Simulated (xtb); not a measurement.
xtb input (GFN2-xTB):

```bash
xtb mol.xyz --gfn 2 --sp --chrg -1 --uhf 0
```
mol.xyz:
```
7

Si    -0.15400471     0.00590285    -0.43326928
Cl     0.45791998     0.42107774     1.61241274
O     -0.72713437     1.25405119    -1.13922970
O      1.22109389    -0.70348438    -1.07107931
O     -1.15169913    -1.32299095    -0.23355168
H      1.69711180    -0.04041563    -1.57814611
H     -2.06376846    -1.02115283    -0.21621518
```

End of the output:

```
         :::::::::::::::::::::::::::::::::::::::::::::::::::::
         ::                     SUMMARY                     ::
         :::::::::::::::::::::::::::::::::::::::::::::::::::::
         :: total energy             -19.913212417162 Eh    ::
         :: gradient norm              0.027298371816 Eh/a0 ::
         :: HOMO-LUMO gap              8.195644644423 eV    ::
         ::.................................................::
         :: SCC energy               -19.992776027312 Eh    ::
         :: -> isotropic ES            0.236832401912 Eh    ::
         :: -> anisotropic ES         -0.004977030393 Eh    ::
         :: -> anisotropic XC         -0.012162121371 Eh    ::
         :: -> dispersion             -0.005126317969 Eh    ::
         :: repulsion energy           0.079563610150 Eh    ::
         :: add. restraining           0.000000000000 Eh    ::
         :: total charge              -1.000000000000 e     ::
         :::::::::::::::::::::::::::::::::::::::::::::::::::::

           -------------------------------------------------
          |                Property Printout                |
           -------------------------------------------------

    * Orbital Energies and Occupations

         #    Occupation            Energy/Eh            Energy/eV
      -------------------------------------------------------------
         1        2.0000           -0.8534147             -23.2226
       ...           ...                  ...                  ...
         4        2.0000           -0.4773869             -12.9904
         5        2.0000           -0.4199213             -11.4266
         6        2.0000           -0.3752578             -10.2113
         7        2.0000           -0.3635908              -9.8938
         8        2.0000           -0.3191965              -8.6858
         9        2.0000           -0.3095088              -8.4222
        10        2.0000           -0.2858153              -7.7774
        11        2.0000           -0.2754513              -7.4954
        12        2.0000           -0.2485510              -6.7634
        13        2.0000           -0.2345576              -6.3826
        14        2.0000           -0.2345542              -6.3825
        15        2.0000           -0.2291026              -6.2342
        16        2.0000           -0.2240972              -6.0980 (HOMO)
        17                          0.0770872               2.0976 (LUMO)
        18                          0.1152118               3.1351
        19                          0.1357927               3.6951
        20                          0.2022094               5.5024
        21                          0.2378595               6.4725
        22                          0.2379748               6.4756
        23                          0.2438455               6.6354
        24                          0.2448207               6.6619
        25                          0.2836092               7.7174
        26                          0.2980866               8.1113
        27                          0.3407310               9.2718
       ...                                ...                  ...
        32                          1.0995321              29.9198
      -------------------------------------------------------------
                  HL-Gap            0.3011844 Eh            8.1956 eV
             Fermi-level           -0.0735050 Eh           -2.0002 eV

     #   Z          covCN         q      C6AA      α(0)
     1  14 Si       3.130     0.640   147.597    26.023
     2  17 Cl       0.792    -0.512   116.051    16.479
     3   8 O        0.771    -0.587    25.847     6.814
     4   8 O        1.573    -0.528    23.560     6.550
     5   8 O        1.573    -0.528    23.557     6.549
     6   1 H        0.821     0.258     0.860     1.456
     7   1 H        0.820     0.258     0.861     1.456

 Mol. C6AA /au·bohr⁶  :       1514.289718
 Mol. C8AA /au·bohr⁸  :      58062.491926
 Mol. α(0) /au        :         65.326958

Wiberg/Mayer (AO) data.
largest (>0.10) Wiberg bond orders for each atom

 ---------------------------------------------------------------------------
     #   Z sym  total        # sym  WBO       # sym  WBO       # sym  WBO
 ---------------------------------------------------------------------------
     1  14 Si   4.457 --     3 O    1.831     5 O    0.979     4 O    0.979
                             2 Cl   0.662
     2  17 Cl   0.800 --     1 Si   0.662
     3   8 O    2.016 --     1 Si   1.831
     4   8 O    2.051 --     1 Si   0.979     6 H    0.929
     5   8 O    2.051 --     1 Si   0.979     7 H    0.929
     6   1 H    0.934 --     4 O    0.929
     7   1 H    0.934 --     5 O    0.929
 ---------------------------------------------------------------------------

Topologies differ in total number of bonds
Writing topology from bond orders to xtbtopo.mol

molecular dipole:
                 x           y           z       tot (Debye)
 q only:       -0.071      -0.286      -0.393
   full:        0.000      -0.679      -0.482       2.116
molecular quadrupole (traceless):
                xx          xy          yy          xz          yz          zz
 q only:        6.752       3.268      -3.312      -4.542       0.007      -3.439
  q+dip:        9.047       3.928      -3.262      -6.371      -0.401      -5.785
   full:       10.161       5.033      -4.697      -7.090       0.468      -5.463

           -------------------------------------------------
          | TOTAL ENERGY              -19.913212417162 Eh   |
          | GRADIENT NORM               0.027298371816 Eh/α |
          | HOMO-LUMO GAP               8.195644644423 eV   |
           -------------------------------------------------

------------------------------------------------------------------------
------------------------------------------------------------------------
 total:
Note: The following floating-point exceptions are signalling: IEEE_UNDERFLOW_FLAG IEEE_DENORMAL
normal termination of xtb
 SCF:
```

It need not be the lowest isomer of its formula. Whether it binds its extra electron was not tested at this geometry.
